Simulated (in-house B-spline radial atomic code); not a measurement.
Ta is squeezed into an impenetrable sphere of radius R (the orbitals vanish at R). Method: Dirac-Kohn-Sham LDA VWN5, spherical fractional occupations, Fermi nucleus of rms radius 5.3507 fm. Calculated with a B-spline radial code for spherical atoms.

Energies in eV above the free atom in [Xe] 4f14 5d3 6s2:

| R (bohr) | highest level (eV) | [Xe] 4f14 5d3 6s2 | [Xe] 4f14 5d2 6s2 6f1 | [Kr] 4d10 4f14 5s2 5p5 5d3 6s2 6d1 |
| --- | --- | --- | --- | --- |
| 9.83 | -3.51 | 0.01785 | 15.6 | 45.37 |
| 6.34 | -2.43 | 1.083 | 29.85 | 50.79 |
| 4.64 | 1.05 | 8.186 | 56.55 | 67.08 |
| 4.45 | 1.85 | 10.35 | 62.45 | 71.3 |
| 3.84 | 6.85 | 22.64 | 90.88 | 93.4 |
| 2.98 | 29 | 78.3 | 189.2 | 180.3 |
| 2.75 | 41.7 | 114.4 | 244.2 | 232 |
| 2.25 | 95.2 | 289 | 482.5 | 464.5 |
| 1.97 | 157 | 525.4 | 777.6 | 759.5 |
| 1.52 | 388 | 1612 | 2031 | 2032 |

Q: Does [Xe] 4f14 5d2 6s2 6f1 fall below [Xe] 4f14 5d3 6s2 under compression?

A: No, it stays above over the whole range.

Q: Does [Kr] 4d10 4f14 5s2 5p5 5d3 6s2 6d1 fall below [Xe] 4f14 5d3 6s2 under compression?

A: No, it stays above over the whole range.

The highest level is first positive in the row R = 4.64 bohr, pushed up by confinement above the zero of the free ion's potential. Each configuration is held fixed and needn't be the lowest in the sphere.
